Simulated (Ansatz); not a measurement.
Isolated molecules relaxed with PBE0-D4/def2-TZVP in Ansatz; ΔE leaves out vibrations. CBS: MP2 limit from def2 TZ/QZ plus the TZ coupled-cluster correction, frozen cores. DFT in def2-TZVPP. One conformer a species, not always the lowest.

Consider the cleavage of the B–Si bond: `C[SiH](F)BS` + CH₃NH₂ → `CNBS` + `C[SiH2]F`.

| species | r2SCAN0 energy (Eh) |
| --- | --- |
| `C[SiH](F)BS` | -854.11268 |
| CH₃NH₂ | -95.82587 |
| `CNBS` | -519.51590 |
| `C[SiH2]F` | -430.47688 |

**Question.** Work out ΔE.

**Answer.** ΔE = (-519.51590) + (-430.47688) − (-854.11268) − (-95.82587) = -0.05423 Eh = -142.4 kJ/mol. CCSD(T)/CBS gives -138.4 kJ/mol.

Largest T1 diagnostic among the species: 0.014.

At CCSD(T), def2-SVP lies −13.6 kJ/mol from the extrapolated value and def2-TZVPP −1.4 kJ/mol. From PBE to PBE0 (25 % exact exchange), in def2-TZVPP and without D4, ΔE moves by −4.1 kJ/mol.
